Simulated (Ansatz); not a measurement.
Reaction (ligand exchange at the In–C bond): `[CH3][InH][C]#N` + `C=C=CO` → `C=C=C[O][InH][CH3]` + `C#N`

Isolated molecules relaxed with PBE0-D4/def2-TZVP in Ansatz; ΔE leaves out vibrations. CCSD(T)/CBS is the MP2 limit (def2-TZVPP, def2-QZVPP) plus CCSD(T) − MP2 in def2-TZVPP, frozen cores. This one scheme is used for every species. Functionals use def2-TZVPP. B3LYP here is the variant with VWN-RPA as its local correlation; programs differ in this. def2 core potentials past Kr. For In outer-core shells are correlated without core-valence functions, which leaves a few kJ/mol of doubt a bond. Each species was taken in one conformer, which may not be the lowest.

`[CH3][InH][C]#N`:

```xyz
8

C     0.277    1.262   -0.587
In    0.057   -0.847   -0.382
C    -0.603   -1.430    1.578
N    -0.958   -1.719    2.638
H    -0.672    1.745   -0.346
H     0.583    1.543   -1.593
H     1.022    1.612    0.130
H     0.293   -2.166   -1.440
```

`C=C=CO`:

Cartesian coordinates in Å:
```
C 1.356 -0.749 -0.075
C 0.266 -0.048 -0.203
C -0.822 0.658 -0.341
O -1.835 0.772 0.563
H 2.258 -0.328 0.362
H 1.410 -1.785 -0.404
H -1.012 1.239 -1.237
H -1.620 0.241 1.336
```

`C=C=C[O][InH][CH3]`:

Z-matrix (Å, degrees):
```
In
O 1 2.107
C 1 2.131 2 108.8
C 1 2.737 2 28.1 3 92.7
C 1 2.685 2 56.3 3 93.8
H 1 1.707 2 110.0 3 -168.4
H 3 1.090 1 108.4 2 30.5
H 3 1.090 1 111.1 2 151.0
H 3 1.091 1 110.1 2 -88.6
H 4 1.091 1 165.5 2 -9.0
C 5 1.314 1 92.9 2 177.4
H 11 1.090 5 122.0 1 -93.6
H 11 1.091 5 122.1 1 90.0
```

`C#N`:

Cartesian coordinates in Å:
```
C 0.024 -0.009 0.001
N -1.050 0.385 -0.054
H 1.026 -0.376 0.052
```

| species | B3LYP energy (Eh) |
| --- | --- |
| `[CH3][InH][C]#N` | -323.60158 |
| `C=C=CO` | -191.95936 |
| `C=C=C[O][InH][CH3]` | -422.09440 |
| `C#N` | -93.46465 |

Work out ΔE.

ΔE = (-422.09440) + (-93.46465) − (-323.60158) − (-191.95936) = 0.00189 Eh = +0.05 eV. CCSD(T)/CBS gives -0.16 eV.

Largest T1 diagnostic among the species: 0.015.

At CCSD(T), def2-SVP lies +0.07 eV from the extrapolated value and def2-TZVPP +0.10 eV. From r2SCAN to r2SCAN0 (25 % exact exchange), in def2-TZVPP and without D4, ΔE moves by +0.09 eV. In def2-TZVPP, CCSD(T) changes the Hartree–Fock value by −0.29 eV (the triples alone add −0.07 eV) and MP2 by −0.35 eV.
